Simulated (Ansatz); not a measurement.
Job for Ansatz (a quantum-chemistry and plane-wave program): R-CAM-B3LYP/def2-TZVPP on CH2Cl2 (SMILES ClCCl).

Ansatz 0.2 input:
```yaml
crystal:
  periodic: [false, false, false]
  atoms:
    - {symbol: C, position_ang: [-0.00277134, -0.15077312, 0.00265465]}
    - {symbol: Cl, position_ang: [1.49895937, 0.80562285, 0.01219388]}
    - {symbol: Cl, position_ang: [-1.46835362, 0.85922529, -0.04151020]}
    - {symbol: H, position_ang: [-0.02986511, -0.74099542, 0.91056211]}
    - {symbol: H, position_ang: [0.00203069, -0.77317960, -0.88390045]}
basis:
  gaussian:
    orbitals: def2-TZVPP
hamiltonian:
  xc: {name: CAM-B3LYP}
scf: {lower_state_search: off}
```

Output:

```
WARN ansatz: RAYON_NUM_THREADS=4 ignored (pool sized by the plan → 4); use --threads N
Functional definition: CAM-B3LYP
these checks for a lower state are left out or cut short: stability, starts, cluster_reference, orbital_swaps, neighbouring_geometries, increment
integrals: 0.07 GiB planned
924 factors; their error is unknown
integrals: 0.11 GiB planned
170 factors; integrals over basis functions are off by at most 1.3e-5 eV
mean field: 0.61 GiB planned
mean field evaluation 1: about -26115.5269 eV, gradient 1.6e1 eV
mean field evaluation 2: about -26115.7950 eV, gradient 1.2e1 eV
mean field evaluation 4: about -26116.1009 eV, gradient 5.6e-1 eV
mean field evaluation 8: about -26116.1399 eV, gradient 1.9e-2 eV
mean field evaluation 16: about -26116.1399 eV, gradient 4.9e-6 eV
mean field -26116.13989236 eV, -959.7504388887 hartree, gradient 4.9e-6 eV, S^2 0.000000; 0 other end points of the search recorded, 0 dependent functions left out
reference -26116.14000076 eV, -959.7504428723 hartree; 21, 21 occupied and 122, 122 virtual orbitals, 924 factors
Total energy: -26116.14000076 eV, -959.7504428723 hartree
Checks for a lower state left out: stability, starts, cluster_reference, orbital_swaps, neighbouring_geometries, increment
```

The run converged.

Cost: very roughly 2.9 core-seconds.
